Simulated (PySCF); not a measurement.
From one molecule to another.

First species: C4H4FOS2 (charge +1).
SMILES: `CO[c+]1scc(F)s1`

Second species: ethylidenecyclopropane, C₅H₈.
SMILES: `CC=C1CC1`

Levels: PBE0/def2-SVPD for HOMO energy, LUMO energy, HOMO–LUMO gap, static isotropic polarisability and electronic spatial extent ⟨r²⟩ about the centre of nuclear charge; TDDFT PBE0/def2-SVPD for lowest singlet excitation; TDA PBE0/def2-SVPD for lowest triplet excitation (Tamm–Dancoff); GFN2-xTB for rotational constant A and rotational constant C. Geometries: GFN2-xTB. Each species is one conformer at its optimised geometry, gas phase, non-relativistic unless stated; the electronic structure was computed with PySCF and density fitting.

Dipoles, sizes and rotational constants follow the conformer. The torsions of the flexible species, by atom-mapped SMILES:
- `[CH3:1][O:2][c+:3]1[s:4][cH:5][c:6]([F:7])[s:8]1`: C1–O2–C3–S4 0°

(1) Which of the two has the higher ⟨r²⟩, and by how much?

(2) Which has the higher S1 energy?

(3) Which of the two has the higher HOMO energy, and by how much?

(4) Which of the two has the higher static isotropic polarisability, and by how much?

(5) Which has the higher LUMO energy?

(6) Which has the higher T1 energy?

(7) Which of the two has the higher rotational constant C, and by how much?

(8) Which of the two has the higher rotational constant A, and by how much?

Results:

(1) The first: 1288 bohr² against 492 bohr², a difference of 796 bohr².

(2) The second: 6.78 eV against 4.41 eV, a difference of 2.37 eV.

(3) The second: -7.02 eV against -12.40 eV, a difference of 5.38 eV.

(4) The first: 81.2 au against 60.9 au, a difference of 20.3 au.

(5) The second: 0.47 eV against -7.20 eV, a difference of 7.67 eV.

(6) The second: 4.37 eV against 3.12 eV, a difference of 1.25 eV.

(7) The second: 2.749 GHz against 0.809 GHz, a difference of 1.940 GHz.

(8) The second: 14.352 GHz against 3.174 GHz, a difference of 11.178 GHz.

On the first: The principal polarisabilities are 51.1, 85.3 and 107.4 au; their mean is the isotropic value. S1 lies 0.79 eV below the HOMO–LUMO gap; its leading configuration is HOMO→LUMO, weight 0.97.

On the second: No computed singlet falls in the visible range (750 to 380 nm, 1.65 to 3.26 eV); S1 lies 3.52 eV above its blue end. The polarisability is 9.02 Å³ as a volume (1 au = 0.148185 Å³), or 1.60 au for each of the 38 electrons.
